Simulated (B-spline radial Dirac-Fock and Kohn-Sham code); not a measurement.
**Muonic isotope shifts in osmium**

The computed values come from a radial B-spline solver: the Dirac equation of a negative muon with reduced mass in the field of a spherical finite nucleus, with the Uehling potential to all orders; nuclear polarisation, deformation, hyperfine structure, self-energy, higher-order vacuum polarisation, relativistic recoil and electron screening are left out. Nuclear charge: Fermi distribution (skin thickness 2.3 fm); radii from Angeli and Marinova (2013). Reference ¹⁸⁸Os, radius 5.3993 fm: 2p3/2 → 1s1/2 5532 keV, 3d5/2 → 2p3/2 2180 keV.

```
  A  radius (fm)  δ⟨r²⟩ (fm²)  shift 2p3/2 → 1s (keV)  shift 3d5/2 → 2p3/2 (keV)
184       5.3823       -0.183                  +13.98                      +1.17
186       5.3909       -0.091                   +6.90                      +0.58
187       5.3933       -0.065                   +4.93                      +0.42
189       5.4016       +0.025                   -1.89                      -0.16
190       5.4062       +0.075                   -5.66                      -0.47
192       5.4126       +0.144                  -10.90                      -0.91
```
